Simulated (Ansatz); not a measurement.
Reaction (formal exchange of groups at the Si–F bond): `C[Si](F)(S)S` + CH₄ → `C[Si](C)(S)S` + H–F

Isolated molecules relaxed with PBE0-D4/def2-TZVP in Ansatz; ΔE leaves out vibrations. CCSD(T)/CBS adds triple-zeta CCSD(T) − MP2 to the extrapolated MP2 energy (def2 sets, frozen cores). This one scheme is used for every species. Functionals use def2-TZVPP. B3LYP here is the variant with VWN-RPA as its local correlation; programs differ in this. One conformer a species, not always the lowest.

Question: Is it downhill or uphill in electronic energy at CCSD(T)/CBS, and by how much? (An estimate is asked.)

Answer: Ansatz gave: Uphill: ΔE = +34.2 kcal/mol.

Question: What do these levels give: r2SCAN-D4, B3LYP-D4, ωB97X-V, B2PLYP, PBE, B3LYP, HF/def2-TZVPP, SCS-MP2/def2-TZVPP, CCSD(T)/def2-TZVPP, HF/def2-QZVPP, MP2/def2-QZVPP, CCSD/CBS(def2)? (Best estimate.)

Answer: Computed: r2SCAN-D4 36.7, B3LYP-D4 36.3, ωB97X-V 35.9, B2PLYP 37.3, PBE 34.9, B3LYP 38.5, HF/def2-TZVPP 40.4, SCS-MP2/def2-TZVPP 35.4, CCSD(T)/def2-TZVPP 34.5, HF/def2-QZVPP 40.7, MP2/def2-QZVPP 33.7, CCSD/CBS(def2) 34.9 kcal/mol.

Largest T1 diagnostic among the species: 0.011.

The D4 term adds −2.2 kcal/mol with B3LYP and −1.3 kcal/mol with PBE0; it sums over pairs of atoms, weighted by their polarisabilities, and B3LYP, whose exchange is more repulsive, gets the larger term. In def2-TZVPP, CCSD(T) changes the Hartree–Fock value by −5.9 kcal/mol (the triples alone add −0.7 kcal/mol) and MP2 by −6.6 kcal/mol.
